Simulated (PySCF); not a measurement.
Si(H)3(Cl) cation (ClH3Si), SMILES [SiH3]Cl (connectivity only; charge and spin as stated), charge +1, multiplicity 2.

Geometry optimised at ωB97X-D3(BJ)/def2-TZVP. The spin state was assumed, not searched. The isomer is the one that the SMILES or the coordinates give; other isomers of the formula were not compared.

Computed with ωB97X-D3(BJ)/def2-TZVP (PySCF 2.14.0).

Frequencies are harmonic and unscaled.

| mode | ν (cm⁻¹) | IR (km/mol) | moving atoms (share of kinetic energy) |
|---|---|---|---|
| 1 | 414 | 1.4 | H 84 %, Si 14 % |
| 2 | 522 | 19.9 | H 86 %, Si 10 % |
| 3 | 616 | 2.5 | H 95 % |
| 4 | 659 | 0.2 | H 99 % |
| 5 | 670 | 63.8 | Si 48 %, Cl 46 % |
| 6 | 894 | 68.4 | H 94 % |
| 7 | 1508 | 169.5 | H 100 % |
| 8 | 1858 | 11.9 | H 95 % |
| 9 | 2379 | 1.0 | H 96 % |
